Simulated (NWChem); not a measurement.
GaH, singlet; SMILES [GaH]

Computed with NWChem. Low-valent species are run as closed-shell singlets; no triplet was tried in these runs. All runs use the structure optimised with PBE0-D3(BJ)/def2-TZVP. Level B3LYP/def2-SVP: energy and gradient on several grids; changes count from the extra-fine grid, which is no exact limit either.

| grid | size of the energy change (μHa) | largest change of a gradient component (μHa/bohr) |
|---|---|---|
| xcoarse | 500 | 5000 |
| coarse | 50 | 300 |
| medium | < 10 | 100 |
| fine | < 10 | < 30 |
| xfine | < 10 | < 30 |
